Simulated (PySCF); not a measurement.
The same groups moved round the core (propene cyano+boryl). All species are isolated molecules in the gas phase. One relaxed conformer stands for each flexible species; it need not be the lowest. Strings in code marks are SMILES.

The HOMO from two functionals at the same geometries (CAM-B3LYP-D3(BJ)/def2-TZVP), both in PySCF: PBE-D3(BJ)/def2-TZVP and CAM-B3LYP-D3(BJ)/def2-TZVP. 

```
species           PBE-D3(BJ)/def2-TZVP (eV)  CAM-B3LYP-D3(BJ)/def2-TZVP (eV)
----------------  -------------------------  -------------------------------
`BC(=C)CC#N`                          -7.69                           -10.08
`C(#N)/C(B)=C/C`                      -7.19                            -9.51
`B/C(=C/C#N)C`                        -7.39                            -9.65
`C(/C#N)=C(\C)B`                      -7.28                            -9.56
`BCC(=C)C#N`                          -6.89                            -9.29
`BC/C=C\C#N`                          -6.77                            -9.15
```

Over these rows, drawn at random from the members with no instability flagged (it was tested for open shells, ions and some series alone), PBE minus CAM-B3LYP-D3(BJ): mean +2.34 eV, from +2.26 eV to +2.40 eV.
